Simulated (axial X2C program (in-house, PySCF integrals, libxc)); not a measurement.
**Br₂ along the bond: PBE0, with spin–orbit coupling**

Calculated with an in-house relativistic program for diatomic molecules. Two-component (2c) means X2C with spin–orbit coupling and atomic mean-field two-electron Coulomb and Gaunt terms. Basis: Br dyall-cv3z [8s9p6d4f1g] (cores contracted in-house); Gaussian nuclei, density fitting, unrestricted open shells. Masses: Br 78.918 u.

State: Ω = 0 (closed shell).

Results along the bond:

```
R (Å)  HOMO (eV)  LUMO (eV)
1.991      -7.29      -1.46
2.083      -7.50      -2.17
2.152      -7.64      -2.68
2.220      -7.78      -3.15
2.289      -7.90      -3.59
2.369      -8.03      -4.06
2.449      -8.14      -4.49
2.552      -8.28      -4.97
2.678      -8.41      -5.47
2.861      -8.57      -6.05
```

The state is a single determinant with fixed occupations, the lowest that a limited PBE0 search found. Closed shells are restricted here (equal orbitals for both partners); the stretched side of such a curve lies too high.
